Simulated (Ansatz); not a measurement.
```yaml
crystal:
  periodic: [false, false, false]
  atoms:
    - {symbol: C, position_ang: [1.850507, -1.015230, -0.002951]}
    - {symbol: C, position_ang: [1.084644, 0.163911, 0.573961]}
    - {symbol: N, position_ang: [-0.298502, 0.233646, 0.139779]}
    - {symbol: C, position_ang: [-1.162484, -0.806233, 0.665788]}
    - {symbol: Hf, position_ang: [-1.250046, 1.524131, -1.026335]}
    - {symbol: Cl, position_ang: [-2.935313, 2.514268, 0.279398]}
    - {symbol: Cl, position_ang: [0.324989, 3.076131, -1.794900]}
    - {symbol: Cl, position_ang: [-2.225494, 0.286831, -2.770202]}
    - {symbol: H, position_ang: [1.851691, -0.977725, -1.094537]}
    - {symbol: H, position_ang: [2.886744, -0.993578, 0.341639]}
    - {symbol: H, position_ang: [1.421003, -1.970371, 0.305255]}
    - {symbol: H, position_ang: [1.110046, 0.123045, 1.672132]}
    - {symbol: H, position_ang: [1.582083, 1.093815, 0.285352]}
    - {symbol: H, position_ang: [-0.880224, -1.802055, 0.308611]}
    - {symbol: H, position_ang: [-1.156416, -0.805119, 1.762705]}
    - {symbol: H, position_ang: [-2.203218, -0.645468, 0.354294]}
basis:
  gaussian: {orbitals: def2-mTZVP, final_grid: {core_spheres: 5, valence_spheres: 4, degree: 11}}
total_charge: 4
hamiltonian: {xc: {name: r2SCAN0}, dispersion: d4, pseudopotentials: {relativity: scalar}}
```

```sh
$ ansatz run in.yaml --threads 4 --pin off --events-out ev --progress --plain --max-ram 66560MiB --backend cpu
```

Shortened log:

```
Functional definition: r2SCAN0
2122 factors; their error is unknown
mean field evaluation 1: about -43582.4466 eV, gradient 1.4e2 eV
mean field evaluation 2: about -42603.7641 eV, gradient 4.3e2 eV
mean field evaluation 4: about -43580.4058 eV, gradient 1.5e2 eV
mean field evaluation 8: about -43634.5452 eV, gradient 4.2e1 eV
mean field evaluation 16: about -43643.4902 eV, gradient 2.0e-5 eV
mean field -43643.49016211 eV, -1603.8686808373 hartree, gradient 2.2e-5 eV, S^2 0.000000; 8 other end points of the search recorded, 0 dependent functions left out
reference -43643.49018081 eV, -1603.8686815247 hartree; 46, 46 occupied and 156, 156 virtual orbitals, 2122 factors
Total energy: -43643.61441596 eV, -1603.8732470821 hartree
Relativity: scalar
```

In this input the charge is far from anything that the molecule holds. The calculation finished and met its thresholds. The result belongs to that input, not to the molecule as meant.
